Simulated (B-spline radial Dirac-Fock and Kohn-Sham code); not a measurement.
Auger parameter of palladium: the K level and its strongest K-LL line

Method: Dirac-Fock ΔSCF + Breit + QED. Computed with a radial B-spline solver. The modified Auger parameter α′ is the binding energy plus the kinetic energy of the Auger electron; it does not depend on the energy zero. For free ions it tends to fall with charge, since less charge screens the final holes.

```
            species  configuration  binding 1s (eV)  Auger line  kinetic (eV)  α′ (eV)
                 Pd      [Kr] 4d10          24355.1    L2L3 J=2       17708.2  42063.3
                 Pd   [Kr] 4d9 5p1          24361.7    L2L3 J=2       17700.3  42061.9
                Pd⁺       [Kr] 4d9          24368.6    L2L3 J=2       17691.5  42060.1
 Pd⁺ (Watson 2.2 Å)       [Kr] 4d9          24362.1    L2L3 J=2       17698.0  42060.1
               Pd²⁺       [Kr] 4d8          24384.4    L2L3 J=2       17672.9  42057.3
               Pd²⁺   [Kr] 4d7 5s1          24390.5    L2L3 J=2       17665.1  42055.5
Pd²⁺ (Watson 1.8 Å)       [Kr] 4d8          24368.4    L2L3 J=2       17688.9  42057.3
  Pd²⁺ (Watson 3 Å)       [Kr] 4d8          24374.8    L2L3 J=2       17682.5  42057.3
               Pd³⁺       [Kr] 4d7          24402.0    L2L3 J=2       17652.5  42054.6
Pd³⁺ (Watson 2.2 Å)       [Kr] 4d7          24382.4    L2L3 J=2       17672.1  42054.6
               Pd⁴⁺       [Kr] 4d6          24421.4    L2L3 J=2       17630.6  42052.0
               Pd⁴⁺   [Kr] 4d5 5p1          24429.8    L2L3 J=2       17620.5  42050.3
               Pd⁴⁺   [Kr] 4d5 5s1          24428.6    L2L3 J=2       17621.6  42050.1
  Pd⁴⁺ (Watson 2 Å)       [Kr] 4d6          24392.6    L2L3 J=2       17659.4  42052.0
               Pd⁵⁺       [Kr] 4d5          24442.4    L2L3 J=2       17607.1  42049.5
Pd⁵⁺ (Watson 1.6 Å)       [Kr] 4d5          24397.4    L2L3 J=2       17652.1  42049.5
               Pd⁶⁺       [Kr] 4d4          24464.9    L2L3 J=2       17582.2  42047.0
               Pd⁷⁺       [Kr] 4d3          24488.8    L2L3 J=2       17555.8  42044.6
```
